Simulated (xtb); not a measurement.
B(F)(Br)(Et) (C2H5BBrF), SMILES BrB(CC)F. All values are semi-empirical tight-binding results from xtb (GFN2-xTB unless named), good for trends rather than for accurate numbers. Geometry optimised at GFN2-xTB. This is a generated structure with no PubChem entry under its InChIKey; it may be hypothetical. The values are those of a single conformer.

Optimised geometry:

```xyz
10

B      0.6149    -0.1766    -0.1307
F      1.6842     0.4939    -0.5043
Br    -0.6930     0.8180     0.7793
C      0.4657    -1.7113    -0.4808
C      0.2641    -1.9263    -1.9939
H     -0.3686    -2.1744     0.0505
H      1.3727    -2.2492    -0.1886
H      1.0902    -1.4946    -2.5544
H     -0.6604    -1.4595    -2.3272
H      0.2115    -2.9887    -2.2169
```
Charge 0, spin multiplicity 1.

The geometry has at least one imaginary mode, so it is a saddle point at that level.

```json
{
  "orbital_gap": "4.39 eV",
  "static polarisability (D4 model)": "59.4 bohr³",
  "solvation energy, GFN2-xTB/ALPB(water)": "-0.9 kcal/mol",
  "solvation energy, GFN2-xTB/ALPB(dmf)": "-5.6 kcal/mol"
}
```

Give the atomic charges and the Wiberg bond orders between heavy atoms. (An estimate is asked for; the answer gives what the named calculation found.)

charges (e) B1 0.45, F2 -0.26, Br3 -0.18, C4 -0.15, C5 -0.10, H6 0.05, H7 0.05, H8 0.04, H9 0.04, H10 0.05. Bond orders B1–F2 1.11, B1–Br3 1.10, B1–C4 1.03, C4–C5 0.99.
